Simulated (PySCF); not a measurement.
Potential energy curve for CuH, singlet.

Calculation: CCSD(T) on UHF/def2-TZVP, 5 core orbitals frozen (PySCF).

Problem. Relative to R = 1.49 Å, what are the energies at R = 1.65, 2.00, 2.21, 2.67 Å?

Solution. 13.0 kJ/mol at 1.65 Å, 76.4 kJ/mol at 2.00 Å, 118.9 kJ/mol at 2.21 Å, 190.8 kJ/mol at 2.67 Å.

The unrestricted determinant behind UCCSD(T) is spin-contaminated at 2.00 to 5.94 Å (<S²> up to 1.0, against 0.00 for a pure singlet).
